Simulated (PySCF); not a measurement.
Numbering as in the mapped SMILES `[CH2:1]=[CH:2][CH2:3][NH:4][C:5](=[O:6])[C:7]#[C:8][CH2:9][F:10]`; H(Xn) means a hydrogen on atom n. Ha(C1) is cis to C3; Hb(C1) is trans to C3.

Geometry: PBE0-D3(BJ)/def2-SVP; GIAO absolute shieldings from PySCF 2.14.0 with density-fitted response routines, gas phase, non-relativistic, averaged over equivalent atoms.

At PBE/pcSseg-1 (210 basis functions, 47 s wall time on 1 thread of an AMD EPYC 7R13, shared host):
| atoms | σ (ppm) |
| --- | --- |
| C5 | 33.1 |
| C2 | 36.6 |
| C1 | 56.7 |
| C7 | 90.4 |
| C8 | 96.1 |
| C9 | 106.1 |
| C3 | 135.6 |
| N4 | 114.0 |
| O6 | -73.9 |
| F10 | 411.9 |
| H(C2) | 25.33 |
| Ha(C1) | 25.79 |
| H(C9) | 25.83 |
| Hb(C1) | 25.87 |
| H(N4) | 26.53 |
| H(C3) | 27.16 |

Question: Estimate the result of repeating the calculation with PBE0/pcSseg-1.

Answer: 
```csv
atoms,σ at PBE0/pcSseg-1,change
C5,32.3,-0.8
C2,39.4,+2.8
C1,58.6,+1.9
C7,94.0,+3.6
C8,99.5,+3.4
C9,113.7,+7.6
C3,141.5,+5.9
N4,122.3,+8.3
O6,-78.9,-5.0
F10,424.3,+12.4
H(C2),25.35,+0.02
Ha(C1),25.78,-0.01
H(C9),26.11,+0.28
Hb(C1),25.85,-0.02
H(N4),26.62,+0.09
H(C3),27.28,+0.12
```

The largest change is at F10 (fluorine on an sp3 carbon). Cost: 210 basis functions, 42 s wall time on 1 thread of an AMD EPYC 7R13, shared host. The order of the carbon signals is the same at both levels.

The C=O carbon of an acid or of an amide with N–H lies up to 10 ppm further downfield in solution, through hydrogen bonding that the calculation lacks.
